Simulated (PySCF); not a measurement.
# Vertical excitation energies

C4H5NO2.
Numbering: `[O:1]=[C:2]1[CH2:3][CH2:4][C:5](=[O:6])[NH:7]1` (hydrogens: H8, H9 on C3; H10, H11 on C4; H12 on N7)

Geometry (GFN2-xTB, Å), atoms numbered from 1 in this order:
```xyz
12
C4H5NO2 angstrom
O     -2.0078    1.0473   -1.0864
C     -1.0320    0.5949   -0.5568
C     -0.6437   -0.8615   -0.3945
C      0.6883   -0.8449    0.3492
C      0.9999    0.6202    0.5823
O      1.9520    1.0965    1.1338
N     -0.0350    1.3437    0.0302
H     -1.4315   -1.3788    0.1531
H     -0.5762   -1.3227   -1.3798
H      1.5012   -1.2933   -0.2223
H      0.6468   -1.3561    1.3110
H     -0.0609    2.3542    0.0541
```

Method used: TDDFT CAM-B3LYP/def2-SVPD, vertical, gas phase, core orbitals frozen in the response (PySCF 2.14.0, density-fitted response routines).

Task: What does the calculation give for the low-lying excited states?

Result: 

```tsv
state	E (eV)	E (hartree)	f	symmetry	main configurations (H = HOMO, L = LUMO)
S1	5.25	0.1928	0.0009	–	H→L (86%), H-1→L+2 (10%)
S2	5.70	0.2096	0.0000	–	H-1→L (61%), H→L+2 (32%)
S3	7.28	0.2674	0.161	B1 or B2	H-2→L (50%), H→L+1 (41%)
S4	7.41	0.2722	0.279	B1 or B2	H→L+1 (49%), H-2→L (43%)
S5	7.61	0.2797	0.0000	–	H→L+2 (62%), H-1→L (36%)
S6	7.96	0.2924	0.048	A1	H-1→L+1 (60%), H→L+4 (26%)
S7	8.05	0.2958	0.0003	–	H-2→L+1 (75%), H-2→L+3 (13%), H-1→L+2 (8%)
S8	8.10	0.2976	0.0009	–	H-1→L+2 (76%), H→L (10%), H-2→L+1 (8%)
```

Triplets (Tamm–Dancoff): T1 4.78 eV, H→L (84%), H-1→L+2 (11%); T2 5.22 eV, H-1→L (60%), H→L+2 (31%); T3 5.54 eV, H-2→L (89%).

The lowest singlet lies at 5.25 eV (236 nm, ultraviolet) and is very weak; its leading configuration is HOMO→LUMO (86%). The strongest level in the table is S4 at 7.41 eV (167 nm, f = 0.279). Löwdin shares by element: HOMO oxygen 67%, nitrogen 8%, carbon 6% or more (atoms not listed hold the other 18%); LUMO carbon 44% or more, oxygen 38% (atoms not listed hold the other 18%). Orbital energies (eV): HOMO-3 -11.73, HOMO-2 -10.17, HOMO-1 -10.16, HOMO -9.33, LUMO 0.39, LUMO+1 0.95, LUMO+2 1.29. Weighted by f, the mean energy of these states is 7.42 eV. The oscillator strengths of these states sum to 0.490; summed over the whole spectrum of an exact calculation they would give the number of electrons, 52 (Thomas–Reiche–Kuhn). No computed singlet lies in the visible range (380 to 750 nm); the lowest, at 236 nm, stands 1.98 eV above its violet end (3.26 eV). Symmetry labels in C2v follow from the direction of the transition dipole and are given only for states with f of 0.002 or more; B1 and B2 swap with the choice of axes. Only the lowest 8 singlets were computed, as vertical energies without vibronic structure.
